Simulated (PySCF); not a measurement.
A survey of 29Si NMR shifts

- structure optimised with GFN2-xTB
- shielding tensors at PBE0/pcSseg-1 (GIAO)
- program: PySCF 2.14.0 with density-fitted response routines
- relativity neglected, averaged over atoms made equivalent by symmetry, fast rotation or ring inversion, a single conformation, no solvent

Shieldings were converted by a linear fit to measured shifts: 29Si (scatter 8.9 ppm rms, 25.8 ppm with the 6 outliers that the fit left out vs TMS, solution or neat liquid). Occasional misses reach two or three times the rms, and more in compound classes unlike the fitted ones.

Give the 29Si shifts of `FC[Si@H]([SiH3])[SiH2]P`, `CO/C([SiH3])=C\[SiH2]F`, `NC[C@@H]1[SiH2][SiH2][SiH2]C1=O`, `[SiH3][SiH]([SiH3])[SiH3]`, `C[SiH2]O[Si@H]1C=C[SiH2]N1`, `FC([SiH3])=C=PC1=CCCC1`.

Answers


| compound | environment | δ (ppm) |
| --- | --- | --- |
| [F:1][CH2:2][Si@H:3]([SiH3:4])[SiH2:5][PH2:6] | Si3: silicon bonded to C, 2 Si, H | -76.2 |
| [F:1][CH2:2][Si@H:3]([SiH3:4])[SiH2:5][PH2:6] | Si5: silicon bonded to P, Si, 2 H | -80.5 |
| [F:1][CH2:2][Si@H:3]([SiH3:4])[SiH2:5][PH2:6] | Si4: silicon bonded to Si, 3 H | -100.7 |
| [CH3:1][O:2]/[C:3]([SiH3:4])=[CH:5]\[SiH2:6][F:7] | Si6: silicon bonded to C, F, 2 H | -18.0 |
| [CH3:1][O:2]/[C:3]([SiH3:4])=[CH:5]\[SiH2:6][F:7] | Si4: silicon bonded to C, 3 H | -64.5 |
| [NH2:1][CH2:2][C@@H:3]1[SiH2:4][SiH2:5][SiH2:6][C:7]1=[O:8] | Si4: silicon bonded to C, Si, 2 H, in a 5-membered ring | -76.4 |
| [NH2:1][CH2:2][C@@H:3]1[SiH2:4][SiH2:5][SiH2:6][C:7]1=[O:8] | Si6: silicon bonded to C, Si, 2 H, in a 5-membered ring | -89.5 |
| [NH2:1][CH2:2][C@@H:3]1[SiH2:4][SiH2:5][SiH2:6][C:7]1=[O:8] | Si5: silicon bonded to 2 Si, 2 H, in a 5-membered ring | -112.5 |
| [SiH3:1][SiH:2]([SiH3:3])[SiH3:4] | Si1/3/4: silicon bonded to Si, 3 H (×3) | -98.9 |
| [SiH3:1][SiH:2]([SiH3:3])[SiH3:4] | Si2: silicon bonded to 3 Si, H | -129.0 |
| [CH3:1][SiH2:2][O:3][Si@H:4]1[CH:5]=[CH:6][SiH2:7][NH:8]1 | Si2: silicon bonded to C, O, 2 H | -24.4 |
| [CH3:1][SiH2:2][O:3][Si@H:4]1[CH:5]=[CH:6][SiH2:7][NH:8]1 | Si4: silicon bonded to C, N, O, H, in a 5-membered ring | -29.9 |
| [CH3:1][SiH2:2][O:3][Si@H:4]1[CH:5]=[CH:6][SiH2:7][NH:8]1 | Si7: silicon bonded to C, N, 2 H, in a 5-membered ring | -36.9 |
| FC([SiH3])=C=PC1=CCCC1 | silicon bonded to C, 3 H | -65.4 |
